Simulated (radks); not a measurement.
Results of a calculation; reference values are marked as such.
Problem. These are the eigenvalues of the occupied orbitals of an atom or ion with whole-number occupations (hartree). Code: a radial shooting solver on a logarithmic mesh with Libxc functionals. Model: Dirac Kohn-Sham, PBE, spin-unpolarised, spherical densities, finite nucleus; Fermi nuclear charge, rms radius of each element as measured or else 0.836 A^(1/3) + 0.57 fm.

1s1/2: -961.6168
2s1/2: -220.7965
2p1/2: -215.3682

Which element is it, and in what charge state? The configuration may be excited. Open shells, if any, fill j = l - 1/2 first.

Solution. Z = 45, rhodium, charge +39: Rh39+ in [He] 2s2 2p2. The list shows which subshells hold electrons but not how many an open one holds; the 1s level, -961.62 hartree, gives Z - s = 43.9 by -(Z - s)^2/2, which with screening and relativity narrows Z to a few neighbours, and the depths of the outer levels then fix element, charge and occupations together.
